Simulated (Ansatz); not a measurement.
`[F][Ga]([SH])[SH]` + H₂O → `[OH][Ga]([F])[SH]` + H₂S  (formal hydrolysis of a Ga–S bond)

Isolated molecules relaxed with PBE0-D4/def2-TZVP in Ansatz; ΔE leaves out vibrations. CCSD(T)/CBS is the MP2 limit (def2-TZVPP, def2-QZVPP) plus CCSD(T) − MP2 in def2-TZVPP, frozen cores. This one scheme is used for every species. Functionals use def2-TZVPP. B3LYP here is the variant with VWN-RPA as its local correlation; programs differ in this. For Ga outer-core shells are correlated without core-valence functions, which leaves a few kJ/mol of doubt a bond. Scalar relativity is left out up to krypton. Each species was taken in one conformer, which may not be the lowest.

| level | ΔE (kcal/mol) | difference from CCSD(T)/CBS |
| --- | --- | --- |
| PBE-D4 | 9.1 | 0.6 |
| r2SCAN-D4 | 8.2 | -0.3 |
| PBE0-D4 | 9.7 | 1.2 |
| B3LYP-D4 | 8.0 | -0.5 |
| ωB97X-V | 7.0 | -1.5 |
| ωB97M-V | 7.8 | -0.7 |
| B2PLYP | 6.7 | -1.8 |
| PBE | 8.5 | 0.0 |
| r2SCAN | 8.0 | -0.5 |
| PBE0 | 9.1 | 0.6 |
| B3LYP | 6.9 | -1.6 |
| HF/def2-TZVPP | 6.4 | -2.1 |
| MP2/def2-TZVPP | 7.4 | -1.1 |
| SCS-MP2/def2-TZVPP | 6.3 | -2.2 |
| CCSD/def2-TZVPP | 6.7 | -1.8 |
| CCSD(T)/def2-TZVPP | 7.0 | -1.5 |
| HF/def2-QZVPP | 6.1 | -2.4 |
| MP2/def2-QZVPP | 8.2 | -0.3 |
| SCS-MP2/def2-QZVPP | 7.0 | -1.5 |
| HF/CBS(def2) | 6.0 | -2.5 |
| MP2/CBS(def2) | 8.9 | 0.4 |
| CCSD/CBS(def2) | 8.2 | -0.3 |
| CCSD(T)/CBS | 8.5 | 0 |

Largest T1 diagnostic among the species: 0.014.

The D4 term adds +1.1 kcal/mol with B3LYP and +0.6 kcal/mol with PBE0; it sums over pairs of atoms, weighted by their polarisabilities, and B3LYP, whose exchange is more repulsive, gets the larger term.
